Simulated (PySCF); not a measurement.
Job file and geometry (Å, from PBE0-D3(BJ)/def2-SVP) of an NMR shielding run on `C(P(CC)(=O)CC)C`, C6H15OP, GIAO PBE0/pcSseg-1 NMR shielding, non-relativistic, gas phase (PySCF 2.14.0, density-fitted response routines); density fitting, a coarse starting grid and PySCF grid level 2 are the driver's defaults:

```
$ OMP_NUM_THREADS=1 python probes_run.py task.json out

{"job": {"kind": "nmr", "xc": "PBE0", "basis": "pcSseg-1"}, "charge": 0, "multiplicity": 1}
C      2.568720     0.415985     0.445396
C      1.578567    -0.279682    -0.478349
P      0.010147    -0.659583     0.377316
O      0.205651    -1.432540     1.649763
C     -0.998013    -1.554006    -0.856344
C     -2.342415    -1.980233    -0.282917
C     -0.825901     0.941411     0.667244
C     -1.111919     1.813692    -0.544801
H      2.672191    -0.152004     1.381815
H      2.237504     1.433350     0.705929
H      3.560951     0.500846    -0.022429
H      1.378256     0.303600    -1.392684
H      1.974244    -1.257033    -0.802509
H     -1.106442    -0.948746    -1.771694
H     -0.396757    -2.438865    -1.125135
H     -2.995428    -1.114900    -0.088770
H     -2.877374    -2.649484    -0.972956
H     -2.194133    -2.508689     0.670408
H     -0.194031     1.463534     1.404845
H     -1.750510     0.681593     1.208788
H     -1.614800     2.746509    -0.247884
H     -0.188821     2.096876    -1.074131
H     -1.768734     1.307236    -1.268711
```

**Question.** What does the program print?

**Answer.** 
```
coarse grid: 18528 points
cycle   1  E = -653.4789690398  dE =  7.729e-01  |g| = 9.622e-01  |ddm| = 4.096e+00
cycle   2  E = -652.8794026224  dE =  5.996e-01  |g| = 1.942e+00  |ddm| = 4.110e+00
cycle   3  E = -653.6543201664  dE = -7.749e-01  |g| = 2.632e-01  |ddm| = 3.431e+00
cycle   4  E = -653.6697435661  dE = -1.542e-02  |g| = 7.945e-02  |ddm| = 3.062e-01
cycle   5  E = -653.6712557650  dE = -1.512e-03  |g| = 7.670e-03  |ddm| = 6.258e-02
cycle   6  E = -653.6712677366  dE = -1.197e-05  |g| = 2.945e-03  |ddm| = 1.073e-02
cycle   7  E = -653.6712698028  dE = -2.066e-06  |g| = 8.596e-04  |ddm| = 4.068e-03
final grid: 170968 points
cycle   8  E = -653.7310134110  dE = -4.135e-05  |g| = 1.220e-02  |ddm| = 3.199e-02
cycle   9  E = -653.7309711986  dE =  4.221e-05  |g| = 1.881e-02  |ddm| = 2.712e-02
cycle  10  E = -653.7310459199  dE = -7.472e-05  |g| = 3.387e-03  |ddm| = 1.986e-02
cycle  11  E = -653.7310481328  dE = -2.213e-06  |g| = 1.499e-04  |ddm| = 3.307e-03
cycle  12  E = -653.7310481381  dE = -5.317e-09  |g| = 4.729e-05  |ddm| = 2.801e-04
cycle  13  E = -653.7310481386  dE = -5.534e-10  |g| = 1.302e-05  |ddm| = 7.513e-05
converged SCF energy = -653.7310481386

GIAO shielding tensors (ppm)
atom      isotropic    diamagn.    paramagn.     s11        s22        s33       span
  0 C      178.314     246.917     -68.603    171.737    176.706    186.499     14.762
  1 C      162.117     259.207     -97.089    151.774    156.910    177.668     25.894
  2 P      290.567     967.744    -677.177    219.470    220.693    431.538    212.068
  3 O      248.859     396.504    -147.645    133.302    272.929    340.346    207.044
  4 C      161.888     259.443     -97.555    151.750    156.492    177.423     25.673
  5 C      178.313     245.866     -67.553    171.698    176.787    186.454     14.756
  6 C      164.890     258.830     -93.940    143.562    161.180    189.928     46.366
  7 C      175.023     249.121     -74.097    168.357    170.499    186.213     17.856
  8 H       29.553      29.541       0.012     24.259     28.932     35.467     11.208
  9 H       30.539      30.948      -0.409     25.092     30.178     36.347     11.255
 10 H       30.169      27.738       2.430     25.034     27.153     38.320     13.286
 11 H       30.082      34.978      -4.896     26.658     29.475     34.112      7.454
 12 H       30.127      33.072      -2.945     24.958     29.970     35.454     10.496
 13 H       30.071      34.896      -4.825     26.744     29.396     34.073      7.329
 14 H       30.125      32.879      -2.754     24.989     29.940     35.445     10.456
 15 H       30.539      30.127       0.413     25.089     30.243     36.285     11.196
 16 H       30.166      26.741       3.425     25.031     27.135     38.332     13.301
 17 H       29.560      28.768       0.793     24.293     28.903     35.486     11.193
 18 H       29.734      33.974      -4.241     26.215     28.563     34.423      8.207
 19 H       29.749      33.552      -3.804     26.327     28.484     34.436      8.109
 20 H       30.070      28.611       1.459     25.138     26.759     38.313     13.175
 21 H       30.706      32.087      -1.381     25.735     30.294     36.088     10.352
 22 H       30.700      31.791      -1.091     25.697     30.373     36.030     10.333
```

**Question.** Turn these shieldings into chemical shifts. References, each an isolated molecule treated in the same way: ¹³C (σ = 184.41 ppm) and ¹H (σ = 31.27 ppm) against TMS; H3PO4 for ³¹P (σ = 310.13 ppm); ¹⁷O (σ = 334.56 ppm) vs H2O.

**Answer.** Averaging equivalent atoms: C 1/4/6: 21.4; C 0/5/7: 7.2; P 2: 19.6; O 3: 85.7; H 11/12/13/14/18/19: 1.29; H 8/9/10/15/16/17/20/21/22: 1.04 ppm. Experimental scales use liquid or dissolved standards, which lie at an offset from isolated H2O (liquid H2O: subtract about 36 ppm) and H3PO4.

Size and cost of the density-fitted run: 218 basis functions, 40 s wall time on 1 thread of an Intel Xeon Platinum 8488C, shared host; peak memory 1.2 GiB.
